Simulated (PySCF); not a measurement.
C₂H₅ClSi, SMILES [SiH3]/C=C\Cl.

Geometry: ωB97X-D3(BJ)/def2-SVP. The structure was generated by enumeration; whether it is a known compound was not checked.

Computed with ωB97X-D3(BJ)/def2-SVP (PySCF).

Frequencies are harmonic and unscaled.

Computed vibrational spectrum:
```tsv
mode	ν (cm⁻¹)	IR (km/mol)	moving atoms (share of kinetic energy)
1	125	0.0	H 95 %
2	142	1.3	Cl 42 %, Si 40 %, H 11 %
3	322	2.0	C 59 %, H 38 %
4	478	5.8	C 47 %, H 30 %, Cl 17 %
5	640	45.3	H 40 %, C 33 %, Si 27 %
6	655	5.4	H 78 %, C 14 %
7	723	0.7	C 47 %, H 28 %, Cl 18 %
8	745	97.3	H 76 %, C 20 %
9	840	80.8	C 54 %, H 33 %, Cl 8 %
10	946	247.6	H 90 %, Si 9 %
11	962	51.1	H 97 %
12	966	57.6	H 97 %
13	992	0.2	H 78 %, C 22 %
14	1163	1.7	H 92 %
15	1328	12.0	H 75 %, C 24 %
16	1695	99.3	C 95 %
17	2261	132.1	H 97 %
18	2265	115.6	H 96 %
19	2266	55.7	H 98 %
20	3197	0.4	H 92 %
21	3234	2.8	H 91 %, C 9 %
```
